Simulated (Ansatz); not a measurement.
Relaxation of CH$_{10}$OSi$_{2}$ (14 atoms, charge 0, multiplicity 1), to a largest force component of 0.03 eV/Å in at most 50 steps.

These are results of Ansatz, RKS LDA/6-31G*, not measurements.

```xyz
14
Properties=species:S:1:pos:R:3:forces:R:3
Si -0.994 0.440 0.500 -0.29 -0.14 0.89
O 0.630 -2.072 -0.194 -0.06 -0.13 0.18
H -1.914 1.603 0.794 0.00 0.00 0.00
H -1.824 -0.806 0.600 0.00 0.01 0.00
C 0.451 0.428 1.689 -0.01 0.04 0.01
H 0.906 -1.545 -0.969 0.07 0.10 -0.18
Si -0.354 0.774 -1.633 0.26 0.17 -0.91
H 1.395 -2.644 0.007 0.02 -0.03 0.01
H 0.105 0.358 2.735 0.00 -0.01 0.00
H 1.049 -0.466 1.440 0.01 -0.01 -0.01
H 1.071 1.336 1.586 0.00 -0.01 0.00
H 0.669 -0.221 -2.142 0.00 -0.01 0.00
H -1.497 0.702 -2.607 0.00 0.01 0.00
H 0.311 2.113 -1.806 -0.01 0.00 0.00
```

Problem. Where does it end, and by what steps?

Solution. The run converged. After 31 steps the energy has fallen by 0.119 eV; H8 moved furthest, 1.03 Å.

```csv
step,energy less start (eV),largest force component (eV/Å),accepted
0,0.0000,0.911,yes
2,-0.0363,0.287,yes
4,-0.0363,0.278,no
6,-0.0400,0.062,yes
8,-0.0415,0.386,yes
10,-0.0501,0.066,yes
12,-0.0532,0.109,yes
14,-0.0350,0.497,no
16,-0.0660,0.498,yes
18,-0.0855,0.078,yes
20,-0.0958,0.188,yes
22,-0.1042,0.099,yes
24,-0.1070,0.675,no
26,-0.1152,0.048,yes
28,-0.1162,0.051,yes
30,-0.1182,0.100,yes
31,-0.1189,0.018,yes
```

```xyz
14
Properties=species:S:1:pos:R:3
Si -0.964 0.376 0.498
O 1.247 -2.015 -0.072
H -2.041 1.379 0.830
H -1.630 -0.978 0.525
C 0.466 0.443 1.696
H 1.124 -1.518 -0.911
Si -0.337 0.799 -1.705
H 0.380 -2.451 0.065
H 0.122 0.285 2.733
H 1.156 -0.375 1.407
H 0.995 1.411 1.645
H 0.648 -0.236 -2.203
H -1.507 0.751 -2.646
H 0.341 2.131 -1.861
```

Whether the end is a true minimum wasn't checked by a vibrational analysis.

Run time: 29 s on 2 threads of INTEL(R) XEON(R) PLATINUM 8581C CPU @ 2.10GHz (Emerald Rapids) (shared host), peak memory 0.15 GiB.
